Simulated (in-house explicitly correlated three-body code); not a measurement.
Computed with an exponentially correlated three-body code. Model: two electrons around a point charge, non-relativistic, variational in 260 exponentially correlated functions (energies converged to about 1e-7 hartree, or 1e-8 relative for large Z).

Command:
```bash
python run_hyl.py task.json out
```
Settings (lengths in bohr, energies in hartree):
```
Z                      2.5
nuclear_mass           1
interaction_strength   1
functions              260
states_tried           13
```

Cost of the run: 35 s on 1 thread of Intel(R) Xeon(R) Platinum 8375C CPU @ 2.90GHz (Ice Lake) (shared host).

**Those bound S and P states to n = 4 that converged, binding against the one-electron ion.**

Given: nuclear charge 2.5; mass of the centre 1 electron masses.

Computed: one-electron threshold -1.5625 hartree.

```
term  energy (hartree)  binding (eV)
1 1S        -2.4709054        24.719
2 3P       -1.85018456        7.8283
2 1S       -1.76392484         5.481
2 3S       -1.75498593        5.2378
2 1P                 ?             ?
3 1S                 ?             ?
3 3S       -1.64726711        2.3066
4 1S        -1.6106439        1.3101
4 3S       -1.60996687        1.2916
```

What belongs in the row 2 1P?

energy (hartree): -1.70657448; binding (eV): 3.9205.

What belongs in the row 3 1S?

energy (hartree): -1.64908454; binding (eV): 2.3561.

**Converged states only, values per electron or pair.**

```tsv
term	mean r (bohr)	mean r squared (bohr²)	mean inverse r (1/bohr)	mean r12 (bohr)	mean inverse r12 (1/bohr)	mean cosine	mean p1 dot p2 (bohr⁻²)	delta r1 (bohr⁻³)	delta r12 (bohr⁻³)
1 1S	1.3526	2.472	1.132	1.8395	0.71815	0.13425	-0.17445	0.50617	0.039935
2 3P	2.3162	8.1455	0.80694	3.6353	0.33433	0.0099113	-0.30128	0.30529	-
2 1S	3.4201	19.627	0.75454	5.7234	0.24487	0.037978	-0.12819	0.33097	0.0077758
2 3S	?	?	?	?	?	?	?	?	-
2 1P	4.1035	29.275	0.71617	7.0342	0.1677	0.059933	-0.040138	0.31823	5.4615e-05
3 1S	7.128	97.634	0.68119	13.08	0.10779	0.026745	-0.053086	0.31662	0.0021136
3 3S	?	?	?	?	?	?	?	?	-
4 1S	12.309	309.11	0.65645	23.428	0.060937	0.017593	-0.029891	0.31323	0.00087113
4 3S	12.46	317.3	0.65524	23.727	0.056246	0.020843	-0.020179	0.31314	-
```

What belongs in the row 2 3S?

mean r (bohr): 3.5685; mean r squared (bohr²): 21.282; mean inverse r (1/bohr): 0.7409; mean r12 (bohr): 5.9839; mean inverse r12 (1/bohr): 0.19454; mean cosine: 0.071835; mean p1 dot p2 (bohr⁻²): -0.029395; delta r1 (bohr⁻³): 0.32962.

What belongs in the row 3 3S?

mean r (bohr): 7.252; mean r squared (bohr²): 101.32; mean inverse r (1/bohr): 0.67809; mean r12 (bohr): 13.32; mean inverse r12 (1/bohr): 0.095925; mean cosine: 0.034931; mean p1 dot p2 (bohr⁻²): -0.028824; delta r1 (bohr⁻³): 0.31631.
